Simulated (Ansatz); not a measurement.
`CN[SiH2]Cl`. The species carries charge 0 and has multiplicity 1. The structure was optimised at the PBE0-D4/def2-TZVP level. It is one conformer, not always the lowest.

```xyz
10

C    -0.988    0.192   -0.991
N     0.370    0.286   -0.493
Si    0.894   -0.411    0.963
Cl    0.130    0.473    2.678
H    -1.635    1.002   -0.634
H    -1.002    0.196   -2.084
H    -1.431   -0.752   -0.663
H     0.869    1.095   -0.831
H     2.364   -0.268    1.039
H     0.428   -1.814    1.015
```

Problem. What is the dipole moment at r2SCAN/def2-TZVPP? (Estimate.)

Solution. Computed: 2.23 D, with components (-0.11, 0.34, -2.20) D in this frame, pointing from negative to positive charge.

Problem. And with PBE, B3LYP, ωB97M-V? (Estimate.)

Solution. The calculation gave: PBE 2.20 D, B3LYP 2.19 D, ωB97M-V 2.18 D.

Problem. Give the Mulliken charges with r2SCAN, PBE, ωB97M-V in def2-TZVPP. (Best estimate.)

Solution. Ansatz gave: 
```json
{"atom": "C1", "r2SCAN": "-0.04", "PBE": "-0.19", "ωB97M-V": "-0.24"}
{"atom": "N2", "r2SCAN": "-0.34", "PBE": "-0.26", "ωB97M-V": "-0.30"}
{"atom": "Si3", "r2SCAN": "0.52", "PBE": "0.40", "ωB97M-V": "0.39"}
{"atom": "Cl4", "r2SCAN": "-0.29", "PBE": "-0.25", "ωB97M-V": "-0.25"}
{"atom": "H5", "r2SCAN": "0.07", "PBE": "0.11", "ωB97M-V": "0.13"}
{"atom": "H6", "r2SCAN": "0.06", "PBE": "0.10", "ωB97M-V": "0.12"}
{"atom": "H7", "r2SCAN": "0.05", "PBE": "0.09", "ωB97M-V": "0.11"}
{"atom": "H8", "r2SCAN": "0.14", "PBE": "0.14", "ωB97M-V": "0.10"}
{"atom": "H9", "r2SCAN": "-0.08", "PBE": "-0.06", "ωB97M-V": "-0.03"}
{"atom": "H10", "r2SCAN": "-0.08", "PBE": "-0.06", "ωB97M-V": "-0.03"}
```

B3LYP here is the variant with VWN-RPA as its local correlation; programs differ in this.
